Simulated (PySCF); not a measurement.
**[MoS2]2+: from structure and modes to constants**

Method: PySCF, PBE0, basis Mo def2-TZVP with ECP28, S def2-TZVP (scalar-relativistic core potentials, no spin–orbit coupling, density fitting).

The singlet minimum has C2v symmetry. Masses (u): Mo 97.90541, S 31.97207.

```xyz
3
charge 2 multiplicity 1, angstrom
Mo    0.0000    0.0000   -0.4945
S     1.6072    0.0000    0.7590
S    -1.6072    0.0000    0.7590
```

Harmonic wavenumbers (cm⁻¹): 254.0 (a1, ×1), 603.8 (b2, ×1), 624.5 (a1, ×1).

Task: What is the harmonic zero-point energy?

Result: Half the sum of all 3 wavenumbers, 1482/2 = 741 cm⁻¹, which is 8.9 kJ/mol (1 cm⁻¹ = 0.0119627 kJ/mol).

Task: Find the vibrational entropy and heat capacity at 298.15 K.

Result: With u = 1.43878 ω/T, each mode gives S = R[u/(eᵘ−1) − ln(1−e⁻ᵘ)] and C = R u² eᵘ/(eᵘ−1)².
```tsv
ω (cm⁻¹)	u	S (J/(mol K))	C (J/(mol K))
254.0	1.226	7.13	7.35
603.8	2.914	1.85	4.28
624.5	3.014	1.71	4.10
```
The sums over all modes are S = 10.7 and C = 15.7 J/(mol K); the softest mode gives 67 % of the entropy.

Task: Give the standard entropy (298.15 K, 1 bar) by its translational, rotational, vibrational and spin parts, and Cp.

Result: Sackur–Tetrode with M = 161.85 u gives 172.3; rotation with symmetry number 2 gives 103.6; vibration 10.7; spin R ln 1 = 0.0. The total is 286.6 J/(mol K), and Cp = 4 R + 15.7 = 49.0 J/(mol K).

Only a few start shapes were tried, so a lower isomer may exist.
